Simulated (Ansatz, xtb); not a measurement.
# Ligand exchange: BH2Br + SiH3(SH) → BH2(SH) + SiH3Br

Species: BH2Br `BBr`, singlet; SiH3(SH) (sulfanylsilane), singlet; BH2(SH), singlet; SiH3Br `[SiH3]Br`, singlet. The partners trade Br for SH: B–Br and Si–SH bonds give way to B–SH and Si–Br.

Shapes, held fixed at every level: PBE0-D4/def2-TZVP. Programs: Ansatz 0.2.0, xtb 6.7.1. The zero-point and thermal change to 298 K, harmonic and unscaled (PBE0-D4/def2-TZVP), is +2.4 kJ/mol.

Problem. Estimate ΔH(298 K) of this reaction.

Solution. The highest level, CCSD(T)/def2-TZVPP, gives ΔH(298 K) = -43.9 kJ/mol; the levels span -51.6 to +49.4. They disagree on the sign: 1 of 9 are positive. GFN0-xTB strays far from the other rows. The column of differences is taken from that level and isn't an error. No measured value is set beside it here. Relativity is left out for Br. Outer-core shells of Br are correlated in most correlated rows, in sets that cover them unevenly.

```json
{"level": "GFN0-xTB", "kind": "semi-empirical", "ΔH(298 K) (kJ/mol)": "+49.4", "less CCSD(T)/def2-TZVPP": "+93.3"}
{"level": "HF/def2-SVP", "kind": "Hartree–Fock", "ΔH(298 K) (kJ/mol)": "-46.4", "less CCSD(T)/def2-TZVPP": "-2.5"}
{"level": "HF/def2-TZVPP", "kind": "Hartree–Fock", "ΔH(298 K) (kJ/mol)": "-45.6", "less CCSD(T)/def2-TZVPP": "-1.7"}
{"level": "B3LYP-D4/def2-TZVPP", "kind": "global hybrid", "ΔH(298 K) (kJ/mol)": "-47.5", "less CCSD(T)/def2-TZVPP": "-3.6"}
{"level": "PBE0-D4/def2-TZVPP", "kind": "global hybrid", "ΔH(298 K) (kJ/mol)": "-47.5", "less CCSD(T)/def2-TZVPP": "-3.6"}
{"level": "r2SCAN0-D4/def2-TZVPP", "kind": "global hybrid", "ΔH(298 K) (kJ/mol)": "-48.3", "less CCSD(T)/def2-TZVPP": "-4.4"}
{"level": "MP2/def2-SVP", "kind": "perturbation theory", "ΔH(298 K) (kJ/mol)": "-51.6", "less CCSD(T)/def2-TZVPP": "-7.7"}
{"level": "MP2/def2-TZVPP", "kind": "perturbation theory", "ΔH(298 K) (kJ/mol)": "-44.2", "less CCSD(T)/def2-TZVPP": "-0.3"}
{"level": "CCSD(T)/def2-TZVPP", "kind": "coupled cluster or CI", "ΔH(298 K) (kJ/mol)": "-43.9", "less CCSD(T)/def2-TZVPP": "0.0"}
```
